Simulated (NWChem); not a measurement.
System: InH, singlet; SMILES [InH]

Excerpt of the output:

```
             Northwest Computational Chemistry Package (NWChem) 7.3.0
             --------------------------------------------------------

                             Geometry "geometry" -> ""
                             -------------------------

 Output coordinates in angstroms (scale by  1.889725989 to convert to a.u.)

  No.       Tag          Charge          X              Y              Z
 ---- ---------------- ---------- -------------- -------------- --------------
    1 In                  49.0000     0.00000000     0.00000000    -0.01408000
    2 H                    1.0000     0.00000000     0.00000000    -1.87736300

 Effective nuclear repulsion energy (a.u.)      13.9161282537

 Summary of "ao basis" -> "ao basis" (spherical)
 ------------------------------------------------------------------------------
       Tag                 Description            Shells   Functions and Types
 ---------------- ------------------------------  ------  ---------------------
 In                         def2-svp                10       26   4s4p2d
 H                          def2-svp                 3        5   2s1p

            General Information
            -------------------
          SCF calculation type: DFT
          Wavefunction type:  closed shell.
          No. of atoms     :     2
          No. of electrons :    22
           Alpha electrons :    11
            Beta electrons :    11
          Charge           :     0
          Spin multiplicity:     1
          Use of symmetry is: off; symmetry adaption is: off
          Maximum number of iterations: 150
          AO basis - number of functions:    31
                     number of shells:    13
          Convergence on energy requested:  1.00D-06
          Convergence on density requested:  1.00D-05
          Convergence on gradient requested:  5.00D-04

              XC Information
              --------------
          PerdewBurkeErnzerhof Exchange Functional  1.000
            Perdew 1991 LDA Correlation Functional  1.000 local
           PerdewBurkeErnz. Correlation Functional  1.000 non-local

             Grid Information
             ----------------
          Grid used for XC integration:  medium
          Radial quadrature: Mura-Knowles
          Angular quadrature: Lebedev.
          Tag              B.-S. Rad. Rad. Pts. Rad. Cut. Ang. Pts.
          ---              ---------- --------- --------- ---------
          In                  1.55      123           8.0       590
          H                   0.35       45           9.0       434
          Grid pruning is: on
          Number of quadrature shells:   168
          Spatial weights used:  Erf1

      Superposition of Atomic Density Guess
      -------------------------------------

 Sum of atomic energies:        -218.54958091

      Non-variational initial energy
      ------------------------------

 Total energy =    -189.597571
 1-e energy   =    -347.173065
 2-e energy   =     151.611439
 HOMO         =      -0.193276
 LUMO         =      -0.009674

   convergence    iter        energy       DeltaE   RMS-Dens  Diis-err
 ---------------- ----- ----------------- --------- --------- ---------
 d= 0,ls=0.0,diis     1   -190.6870467458 -1.97D+02  3.28D-02  6.64D-02
 d= 0,ls=0.0,diis     2   -190.6956278630 -8.58D-03  1.34D-02  3.43D-02
 d= 0,ls=0.0,diis     3   -190.7056349093 -1.00D-02  3.90D-03  4.37D-03
 d= 0,ls=0.0,diis     4   -190.7069208684 -1.29D-03  4.37D-04  8.78D-05
 d= 0,ls=0.0,diis     5   -190.7069335603 -1.27D-05  1.26D-04  5.08D-06
 d= 0,ls=0.0,diis     6   -190.7069343069 -7.47D-07  7.83D-06  3.94D-08

         Total DFT energy =     -190.706934306856
      One electron energy =     -347.310101018753
           Coulomb energy =      167.666714098781
    Exchange-Corr. energy =      -17.027602352766
 Nuclear repulsion energy =        5.964054965882

 Numeric. integr. density =       22.000002898720

                       DFT Final Molecular Orbital Analysis
                       ------------------------------------

 Vector    9  Occ=2.000000D+00  E=-6.691271D-01
              MO Center= -4.5D-10,  3.0D-10, -3.1D-02, r^2= 4.9D-01
   Bfn.  Coefficient  Atom+Function         Bfn.  Coefficient  Atom+Function
  ----- ------------  ---------------      ----- ------------  ---------------
    19      0.958529  1 In d  0              24      0.094904  1 In d  0
    27      0.042311  2 H  s

 Vector   10  Occ=2.000000D+00  E=-3.284394D-01
              MO Center=  3.1D-09, -2.8D-10, -5.8D-01, r^2= 2.1D+00
   Bfn.  Coefficient  Atom+Function         Bfn.  Coefficient  Atom+Function
  ----- ------------  ---------------      ----- ------------  ---------------
     3      0.734627  1 In s                  1     -0.444041  1 In s
     4      0.287327  1 In s                 27      0.224209  2 H  s
    28      0.105083  2 H  s                  2      0.101680  1 In s
    13     -0.095037  1 In pz                19     -0.050098  1 In d  0
    10      0.031236  1 In pz                 7      0.028858  1 In pz

 Vector   11  Occ=2.000000D+00  E=-1.739107D-01
              MO Center=  5.7D-09, -3.2D-09, -4.3D-01, r^2= 3.5D+00
   Bfn.  Coefficient  Atom+Function         Bfn.  Coefficient  Atom+Function
  ----- ------------  ---------------      ----- ------------  ---------------
     3      0.373631  1 In s                 13      0.345394  1 In pz
    27     -0.338414  2 H  s                 28     -0.322539  2 H  s
     4      0.301133  1 In s                 16      0.217498  1 In pz
     1     -0.215417  1 In s                 19      0.111169  1 In d  0
    10     -0.109060  1 In pz                 7     -0.101042  1 In pz

 Vector   12  Occ=0.000000D+00  E=-8.827425D-02
              MO Center=  6.8D-10,  1.1D-09, -2.7D-02, r^2= 4.3D+00
   Bfn.  Coefficient  Atom+Function         Bfn.  Coefficient  Atom+Function
  ----- ------------  ---------------      ----- ------------  ---------------
    14      0.550566  1 In px                11      0.531121  1 In px
    15      0.174894  1 In py                12      0.168717  1 In py
     8     -0.146377  1 In px                 5     -0.135113  1 In px
     9     -0.046498  1 In py                 6     -0.042920  1 In py

 Vector   13  Occ=0.000000D+00  E=-8.827425D-02
              MO Center= -6.3D-10,  4.5D-09, -2.7D-02, r^2= 4.3D+00
   Bfn.  Coefficient  Atom+Function         Bfn.  Coefficient  Atom+Function
  ----- ------------  ---------------      ----- ------------  ---------------
    15      0.550566  1 In py                12      0.531121  1 In py
    14     -0.174894  1 In px                11     -0.168717  1 In px
     9     -0.146377  1 In py                 6     -0.135113  1 In py
     8      0.046498  1 In px                 5      0.042920  1 In px

 Vector   14  Occ=0.000000D+00  E= 3.714345D-02
              MO Center= -2.4D-09,  5.5D-10,  9.6D-02, r^2= 6.2D+00
   Bfn.  Coefficient  Atom+Function         Bfn.  Coefficient  Atom+Function
  ----- ------------  ---------------      ----- ------------  ---------------
    28      1.150650  2 H  s                 16      1.125169  1 In pz
     4     -0.404802  1 In s                  3     -0.401880  1 In s
    13      0.318043  1 In pz                27      0.259758  2 H  s
     1      0.162330  1 In s                 19     -0.152538  1 In d  0
    10     -0.073322  1 In pz                 7     -0.067688  1 In pz

     Multipole analysis of the density
     ---------------------------------

     L   x y z        total         alpha         beta         nuclear
     -   - - -        -----         -----         ----         -------
     0   0 0 0     -0.000000    -11.000000    -11.000000     22.000000

     1   1 0 0     -0.000000     -0.000000     -0.000000      0.000000
     1   0 1 0      0.000000      0.000000      0.000000      0.000000
     1   0 0 1      0.264417      2.185436      2.185436     -4.106456

     2   2 0 0    -16.451534     -8.225767     -8.225767      0.000000
     2   1 1 0      0.000000      0.000000      0.000000      0.000000
     2   1 0 1     -0.000000     -0.000000     -0.000000      0.000000
     2   0 2 0    -16.451534     -8.225767     -8.225767      0.000000
     2   0 1 1      0.000000      0.000000      0.000000      0.000000
     2   0 0 2    -23.376534    -17.988794    -17.988794     12.601054

                                 NWChem DFT Module
                                 -----------------

            General Information
            -------------------
          SCF calculation type: DFT
          Wavefunction type:  spin polarized.
          No. of atoms     :     2
          No. of electrons :    21
           Alpha electrons :    11
            Beta electrons :    10
          Charge           :     1
          Spin multiplicity:     2
          Use of symmetry is: off; symmetry adaption is: off
          Maximum number of iterations: 150
          AO basis - number of functions:    31
                     number of shells:    13
          Convergence on energy requested:  1.00D-06
          Convergence on density requested:  1.00D-05
          Convergence on gradient requested:  5.00D-04

              XC Information
              --------------
          PerdewBurkeErnzerhof Exchange Functional  1.000
            Perdew 1991 LDA Correlation Functional  1.000 local
           PerdewBurkeErnz. Correlation Functional  1.000 non-local

             Grid Information
             ----------------
          Grid used for XC integration:  medium
          Radial quadrature: Mura-Knowles
          Angular quadrature: Lebedev.
          Tag              B.-S. Rad. Rad. Pts. Rad. Cut. Ang. Pts.
          ---              ---------- --------- --------- ---------
          In                  1.55      123           8.0       590
          H                   0.35       45           9.0       434
          Grid pruning is: on
          Number of quadrature shells:   168
          Spatial weights used:  Erf1

      Superposition of Atomic Density Guess
      -------------------------------------

 Sum of atomic energies:        -218.54958091

 Renormalizing density from      22.00 to     21

      Non-variational initial energy
      ------------------------------

 Total energy =    -187.286588
 1-e energy   =    -331.392471
 2-e energy   =     138.141828
 HOMO         =      -0.514089
 LUMO         =      -0.315389

   convergence    iter        energy       DeltaE   RMS-Dens  Diis-err
 ---------------- ----- ----------------- --------- --------- ---------
 d= 0,ls=0.0,diis     1   -190.3360990831 -1.96D+02  1.90D-02  2.12D-01
                                                     1.83D-02  1.95D-01
 d= 0,ls=0.0,diis     2   -190.3543896489 -1.83D-02  1.28D-02  1.44D-01
                                                     1.49D-02  1.46D-01
 d= 0,ls=0.0,diis     3   -190.4127963650 -5.84D-02  3.15D-03  2.61D-03
                                                     3.56D-03  1.65D-03
 d= 0,ls=0.0,diis     4   -190.4152372911 -2.44D-03  7.09D-04  1.44D-04
                                                     1.01D-03  1.59D-04
 d= 0,ls=0.0,diis     5   -190.4154647975 -2.28D-04  1.32D-04  5.06D-06
                                                     1.59D-04  3.22D-06
  Resetting Diis
 d= 0,ls=0.0,diis     6   -190.4154704226 -5.63D-06  4.07D-05  3.08D-07
                                                     2.06D-05  8.97D-08
 d= 0,ls=0.0,diis     7   -190.4154707120 -2.89D-07  4.93D-06  2.20D-09
                                                     2.26D-06  1.55D-09

         Total DFT energy =     -190.415470712003
      One electron energy =     -341.092709393684
           Coulomb energy =      161.516801870904
    Exchange-Corr. energy =      -16.803618155105
 Nuclear repulsion energy =        5.964054965882

 Numeric. integr. density =       21.000002874259

                    DFT Final Alpha Molecular Orbital Analysis
                    ------------------------------------------

 Vector    9  Occ=1.000000D+00  E=-9.582504D-01
              MO Center=  4.9D-12, -3.8D-12, -1.4D-02, r^2= 4.7D-01
   Bfn.  Coefficient  Atom+Function         Bfn.  Coefficient  Atom+Function
  ----- ------------  ---------------      ----- ------------  ---------------
    18      0.707337  1 In d -1              20      0.658222  1 In d  1
    23      0.064930  1 In d -1              25      0.060421  1 In d  1

 Vector   10  Occ=1.000000D+00  E=-6.145875D-01
              MO Center=  1.8D-09, -4.6D-10, -8.5D-01, r^2= 1.9D+00
   Bfn.  Coefficient  Atom+Function         Bfn.  Coefficient  Atom+Function
  ----- ------------  ---------------      ----- ------------  ---------------
     3      0.739591  1 In s                  1     -0.414301  1 In s
    27      0.349678  2 H  s                  4      0.145404  1 In s
    28      0.146043  2 H  s                 13     -0.111799  1 In pz
    19     -0.107064  1 In d  0               2      0.096135  1 In s
    10      0.038459  1 In pz                 7      0.035829  1 In pz

 Vector   11  Occ=1.000000D+00  E=-4.702618D-01
              MO Center=  5.3D-09, -2.4D-09, -3.2D-01, r^2= 3.0D+00
   Bfn.  Coefficient  Atom+Function         Bfn.  Coefficient  Atom+Function
  ----- ------------  ---------------      ----- ------------  ---------------
     3      0.628029  1 In s                 27     -0.400972  2 H  s
    13      0.362455  1 In pz                 1     -0.321603  1 In s
    28     -0.295052  2 H  s                  4      0.244120  1 In s
    10     -0.103898  1 In pz                19      0.103739  1 In d  0
     7     -0.096203  1 In pz                 2      0.083886  1 In s

 Vector   12  Occ=0.000000D+00  E=-3.190929D-01
              MO Center=  1.8D-09, -2.5D-10, -2.0D-02, r^2= 3.3D+00
   Bfn.  Coefficient  Atom+Function         Bfn.  Coefficient  Atom+Function
  ----- ------------  ---------------      ----- ------------  ---------------
    11      0.742766  1 In px                14      0.385309  1 In px
     8     -0.180996  1 In px                 5     -0.166635  1 In px
    12     -0.087165  1 In py                15     -0.045217  1 In py

 Vector   13  Occ=0.000000D+00  E=-3.190929D-01
              MO Center=  1.8D-09,  1.2D-09, -2.0D-02, r^2= 3.3D+00
   Bfn.  Coefficient  Atom+Function         Bfn.  Coefficient  Atom+Function
  ----- ------------  ---------------      ----- ------------  ---------------
    12      0.742766  1 In py                15      0.385309  1 In py
     9     -0.180996  1 In py                 6     -0.166635  1 In py
    11      0.087165  1 In px                14      0.045217  1 In px

 Vector   14  Occ=0.000000D+00  E=-2.083391D-01
              MO Center=  1.1D-09, -1.2D-09, -7.7D-02, r^2= 4.3D+00
   Bfn.  Coefficient  Atom+Function         Bfn.  Coefficient  Atom+Function
  ----- ------------  ---------------      ----- ------------  ---------------
    28      0.881255  2 H  s                 13      0.736695  1 In pz
    16      0.681860  1 In pz                 3     -0.455676  1 In s
    27      0.315290  2 H  s                  4     -0.232296  1 In s
     1      0.170337  1 In s                 19     -0.152951  1 In d  0
    10     -0.147103  1 In pz                 7     -0.135782  1 In pz

                     DFT Final Beta Molecular Orbital Analysis
                     -----------------------------------------

 Vector    8  Occ=1.000000D+00  E=-9.548511D-01
              MO Center= -3.4D-11,  1.0D-11, -1.6D-02, r^2= 4.7D-01
   Bfn.  Coefficient  Atom+Function         Bfn.  Coefficient  Atom+Function
  ----- ------------  ---------------      ----- ------------  ---------------
    20     -0.695365  1 In d  1              18      0.673492  1 In d -1
    25     -0.060586  1 In d  1              23      0.058680  1 In d -1

[...]
```

Level: PBE/def2-SVP with def2 effective core potentials on In, vertical spin-unrestricted ions. Low-valent species are run as closed-shell singlets; no triplet was tried in these runs. The geometry was optimised at PBE0/def2-SVP. def2 effective core potentials on In; no spin-orbit coupling.

Problem. Write an input that gives this output.

Solution. Several could match; the one computed here: the input that was run:
```
start job
memory heap 200 mb stack 900 mb global 1100 mb
geometry units angstroms noautosym nocenter noautoz
  In     0.000000     0.000000    -0.014080
  H      0.000000     0.000000    -1.877363
end
basis spherical
  * library def2-svp
end
ecp
  In library def2-ecp
end
dft
  xc xpbe96 cpbe96
  iterations 150
  vectors input atomic output neutral.movecs
end
task dft energy
charge 1
dft
  odft
  mult 2
  vectors input atomic output cation.movecs
end
task dft energy
```
